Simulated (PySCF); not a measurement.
B₂N, SMILES [N]([B])[B] (connectivity only; charge and spin as stated), neutral, multiplicity 2. Atoms are numbered in the order given.

```xyz
3

B      0.0000     0.0000     1.3108
N      0.0000     0.0000     0.0000
B      0.0000     0.0000    -1.3108
```
Charge 0, spin multiplicity 2.

Geometry optimised at B3LYP-D3(BJ)/def2-TZVP.

These are PBE0/pcH-1 (PySCF) values and carry that method's errors.

Unrestricted Kohn–Sham, ⟨S²⟩ = 0.757. Hyperfine tensors hold the contact and dipolar terms, without spin-orbit corrections.

Computed hyperfine couplings:
| nucleus | A(iso) (MHz) | A(iso) (G) | dipolar principal values (MHz) |
|---|---|---|---|
| 11B no. 1 | 447.3 | 159.6 | -20.4, -20.4, 40.8 |
| 14N no. 2 | -27.6 | -9.8 | -7.7, -7.7, 15.3 |
| 11B no. 3 | 447.3 | 159.6 | -20.4, -20.4, 40.8 |
